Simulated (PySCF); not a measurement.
Computed properties of C₃H₆AlFO, SMILES C=C[CH2][Al]([OH])[F]

Al(All)(F)(OH) (C3H6AlFO), SMILES C(=C)[CH2][Al]([F])[OH]. Geometry: B3LYP-D3(BJ)/def2-SVP. Other conformers were not sampled. All values are computed for the isolated molecule unless a solvent is named; none is compared with measurement here.

**Structure.** All 30 harmonic modes at B3LYP-D3(BJ)/def2-SVP (PySCF) are real, so it is a minimum. With heavy atoms numbered as in [Al:1]([CH2:2][CH:3]=[CH2:4])([F:10])[OH:11], the shortest bond between them is C3–C4 at 1.342 Å and the longest Al1–C2 at 1.946 Å.

**Vibrations.** The strongest infrared lines (harmonic, unscaled, degenerate partners summed) lie at 370 cm⁻¹ (161 km/mol, H 86 %, O 12 %), 936 cm⁻¹ (124 km/mol, Al 44 %, O 26 %, F 14 %, C 8 %), 841 cm⁻¹ (120 km/mol, Al 42 %, F 28 %, O 13 %, H 12 %). The softest mode is at 36 cm⁻¹ and the zero-point energy is 53.8 kcal/mol.

**Electronic structure.** ωB97X/def2-TZVP (PySCF) places the frontier levels at -9.28 and 1.45 eV, a gap of 10.73 eV, and gives a dipole moment of 0.87 D and a mean polarisability of 61.0 bohr³. PBE/def2-TZVP (PySCF) at the same geometry gives -5.92 and -1.40 eV, so its gap is 6.21 eV narrower. An orbital gap is neither the optical nor the fundamental gap.

**Excitations.** TDDFT-ωB97X/def2-SVPD (PySCF) has S1 at 6.13 eV (202 nm, f = 0.119, bright); the most intense of the 10 singlets computed lies at 6.40 eV (f = 0.25). T1 (TDA) is at 4.09 eV. TDDFT-PBE/def2-SVPD (PySCF) puts S1 at 4.69 eV. No vertical singlet excitation falls in the visible range (under 3.1 eV).

**NMR.** GIAO shifts at HF/pcSseg-1 (PySCF) (non-relativistic, atoms alike by connectivity averaged): ¹³C from 8.9 to 146.0 ppm against TMS; ¹H from 1.6 to 6.5 ppm against TMS; ¹⁹F at -149.4 ppm against CFCl3.
